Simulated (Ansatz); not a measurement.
Pulling on the Ga1–H6 bond in GaGeH5 (SMILES [GaH2][GeH3]) (multiplicity 1 held, fragments rigid). Energies count from the point at 1.575 Å.
Geometry at that point (charge 0, multiplicity 1):
```xyz
7

Ga    -1.230    -0.078    -0.292
Ge     1.157     0.070     0.274
H      1.982    -1.143    -0.200
H      1.787     1.329    -0.362
H      1.359     0.200     1.799
H     -2.217     1.045     0.203
H     -1.801    -1.270    -1.146
```

Signs of static correlation in cc-pVTZ, with CASSCF(2,2), from Ansatz (a first-principles code) runs.

```tsv
R (Å)	T1 of restricted CCSD	⟨S²⟩ of UHF	largest double amplitude of restricted CCSD	weight of the CASSCF reference in MRCISD	CASSCF natural occupations
1.260	0.011	0.000	0.026	0.898	1.99 0.01
1.417	0.011	0.000	0.028	0.898	1.98 0.02
1.575	0.011	0.000	0.030	0.897	1.98 0.02
1.732	0.011	0.000	0.034	0.897	1.97 0.03
1.889	0.012	0.000	0.034	0.897	1.96 0.04
2.126	0.014	0.000	0.084	0.897	1.93 0.07
2.362	0.017	___	0.144	0.897	1.89 0.11
2.755	0.028	0.698	0.247	0.897	1.78 0.22
3.149	0.046	0.886	0.372	0.897	1.63 0.37
3.621	0.072	0.969	0.550	0.897	1.42 0.58
4.251	0.102	0.999	___	0.897	1.21 0.79
5.038	0.120	1.007	0.958	0.897	1.08 0.92
```

Question: Some entries are withheld; supply them.

Answer: 
- 2.362, ⟨S²⟩ of UHF: 0.217
- 4.251, largest double amplitude of restricted CCSD: 0.779

Doubts at one or more of the structures used: a restricted determinant that unrestricted orbitals would lower (R-CCSD(T)/cc-pVTZ); other coupled-cluster roots lie near (R-CCSD(T)/cc-pVTZ); T1 above 0.05 (R-CCSD(T)/cc-pVTZ, U-CCSD(T)/cc-pVTZ); a spin-contaminated determinant (U-CCSD(T)/cc-pVTZ).
